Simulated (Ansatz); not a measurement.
Isolated molecules relaxed with PBE0-D4/def2-TZVP in Ansatz; ΔE leaves out vibrations. CCSD(T)/CBS is the MP2 limit (def2-TZVPP, def2-QZVPP) plus CCSD(T) − MP2 in def2-TZVPP, frozen cores. This one scheme is used for every species. Functionals use def2-TZVPP. B3LYP here is the variant with VWN-RPA as its local correlation; programs differ in this. For Ge outer-core shells are correlated without core-valence functions, which leaves a few kJ/mol of doubt a bond. Scalar relativity is left out up to krypton. Each species was taken in one conformer, which may not be the lowest.

Consider the hydrogenolysis of the Si–O bond: `O[SiH2][SiH2][GeH3]` + H₂ → `[SiH3][SiH2][GeH3]` + H₂O.

```
             level  ΔE (kcal/mol)  difference from CCSD(T)/CBS
            PBE-D4           12.4                         -1.0
         r2SCAN-D4           14.4                          1.0
           PBE0-D4           12.1                         -1.3
          B3LYP-D4           14.2                          0.8
           ωB97X-V           13.7                          0.3
           ωB97M-V           14.0                          0.6
            B2PLYP           13.9                          0.5
               PBE           11.6                         -1.8
            r2SCAN           14.2                          0.8
              PBE0           11.4                         -2.0
             B3LYP           13.0                         -0.4
     HF/def2-TZVPP           12.7                         -0.7
    MP2/def2-TZVPP           14.8                          1.4
SCS-MP2/def2-TZVPP           14.4                          1.0
   CCSD/def2-TZVPP           12.7                         -0.7
CCSD(T)/def2-TZVPP           13.1                         -0.3
     HF/def2-QZVPP           12.8                         -0.6
    MP2/def2-QZVPP           14.9                          1.5
SCS-MP2/def2-QZVPP           14.6                          1.2
      HF/CBS(def2)           12.9                         -0.5
     MP2/CBS(def2)           15.0                          1.6
    CCSD/CBS(def2)           12.9                         -0.5
       CCSD(T)/CBS           13.4                            0
```

Largest T1 diagnostic among the species: 0.013.

The D4 term adds +1.3 kcal/mol with B3LYP and +0.7 kcal/mol with PBE0; it sums over pairs of atoms, weighted by their polarisabilities, and B3LYP, whose exchange is more repulsive, gets the larger term.
